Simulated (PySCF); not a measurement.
Species: C₉H₉ (doublet state).
Geometry (GFN2-xTB, Å), atoms numbered from 1 in this order:
```xyz
18
C9H9 angstrom
C      2.8104   -0.0089   -0.1172
C      2.1282   -1.1762   -0.4536
C      0.7610   -1.1838   -0.5536
C      0.0096    0.0010   -0.3077
C     -1.3551    0.0056   -0.3900
C     -2.5909   -0.7290   -0.6294
C     -2.6043    0.7443   -0.2554
C      0.7302    1.1820    0.0318
C      2.0979    1.1644    0.1209
H      3.8872   -0.0138   -0.0417
H      2.6858   -2.0835   -0.6378
H      0.2281   -2.0848   -0.8189
H     -2.9253   -1.4536    0.1032
H     -2.8527   -1.0052   -1.6438
H     -2.8763    1.4666   -1.0157
H     -2.9455    1.0249    0.7340
H      0.1724    2.0877    0.2187
H      2.6307    2.0687    0.3798
```

The hyperfine couplings belong to this conformer and change with its torsions.

Identity: `c1ccc([C]2CC2)cc1` [radical].

Method: UKS B3LYP, pcH-1 on C H, non-relativistic, mean-field spin-orbit, GIAO (PySCF). One conformer (not necessarily the lowest) at the GFN2-xTB geometry, without solvent, vibrations or thermal averaging. Couplings are sensitive to structure, and on GFN2-xTB geometries they can be far from those on DFT ones. No stability test was run, so a lower SCF solution isn't excluded. ⟨S²⟩ is 0.779 where a pure state has 0.75.

Principal values of hyperfine tensors in MHz (contact and dipolar terms together), for some of the nuclei:

```
atom  isotope      A1      A2      A3  alike by the symmetry of this geometry
  C5      13C    7.33   11.98  179.12                                    none
 H14       1H   60.36   60.51   69.08                                     H15
 H13       1H   59.31   59.48   67.92                                     H16
  C1      13C    3.07    4.78   70.30                                    none
  C3      13C    5.06    5.36   61.77                                      C8
  C2      13C  -37.51  -14.68  -12.86                                      C9
  C6      13C  -23.96  -21.52  -18.05                                      C7
 H10       1H  -30.20  -19.02   -7.50                                    none
```

Split each tensor into its isotropic and traceless parts, and turn a_iso into mT with g = 2.0026.

a_iso = (A1 + A2 + A3)/3, Ti = Ai − a_iso; 1 mT corresponds to 28.029 MHz.

```
atom  a_iso (MHz)  a_iso (mT)      T1      T2      T3
  C5        66.14       2.360  -58.81  -54.16  112.98
 H14        63.31       2.259   -2.95   -2.81    5.76
 H13        62.24       2.220   -2.93   -2.76    5.69
  C1        26.05       0.929  -22.98  -21.27   44.25
  C3        24.07       0.859  -19.00  -18.70   37.71
  C2       -21.68      -0.774  -15.83    7.00    8.83
  C6       -21.18      -0.756   -2.78   -0.35    3.13
 H10       -18.91      -0.675  -11.30   -0.11   11.41
```

What spin density at the nucleus of C5 lies behind its contact coupling (g_N = 1.40482)?

a_FC = 800.24 MHz bohr³ × g_N × ρ(0)/(2S). With a_FC = 66.14 MHz and 2S = 1, ρ(0) = 0.05883 bohr⁻³.

C4 (13C, g_N = 1.40482) isn't in the table. Its spin density at the nucleus is -0.03654 bohr⁻³. What is its contact coupling?

By the same relation, a_FC = -41.1 MHz. Its full tensor has the principal values -60.89, -32.99, -29.36 MHz.

Name the largest traceless tensor T of the table and describe it.

C5: -58.8, -54.2, 113.0 MHz, nearly axial, close to the ratio −1:−1:+2, the form that spin in one p orbital centred on that nucleus gives.

What first-order splitting does H14 cause when the field lies along A1, A2 or A3 of its tensor (g taken as isotropic, no quadrupole term)?

2 lines (I = 1/2), spaced by |A_i|/(g × 13.996): 2.15, 2.16, 2.46 mT along the axes of A1, A2 and A3.

Hardware: Arm Neoverse V2, one thread, on a shared host. Cost: 1.9 min of wall time (grids of density and orbitals included), 0.98 GiB resident at most.
